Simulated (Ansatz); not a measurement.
Reaction (formal loss of a carbene): `CO[SiH2]N[SiH2]Cl` → `[CH2]` (triplet) + `O[SiH2]N[SiH2]Cl`

Computed with Ansatz on PBE0-D4/def2-TZVP structures; ΔE is electronic, products minus reactants. CCSD(T)/CBS is the MP2 limit (def2-TZVPP, def2-QZVPP) plus CCSD(T) − MP2 in def2-TZVPP, frozen cores. This one scheme is used for every species. DFT in def2-TZVPP. B3LYP here is the variant with VWN-RPA as its local correlation; programs differ in this. Triplets are unrestricted, without spin–orbit coupling. One conformer a species, not always the lowest.

```csv
level,ΔE (eV)
B3LYP-D4,3.96
r2SCAN,3.71
CCSD(T)/def2-TZVPP,3.85
MP2/CBS(def2),4.03
```

Problem. What does CCSD(T)/CBS give? (Best estimate.)

Solution. Computed: +3.94 eV. The listed levels differ from it by 0.02, -0.23, -0.09, 0.09 eV.

Largest T1 diagnostic among the species: 0.011.

From PBE to PBE0 (25 % exact exchange), in def2-TZVPP and without D4, ΔE moves by −0.09 eV. In def2-TZVPP, CCSD(T) changes the Hartree–Fock value by +1.33 eV (the triples alone add +0.11 eV) and MP2 by +1.41 eV.
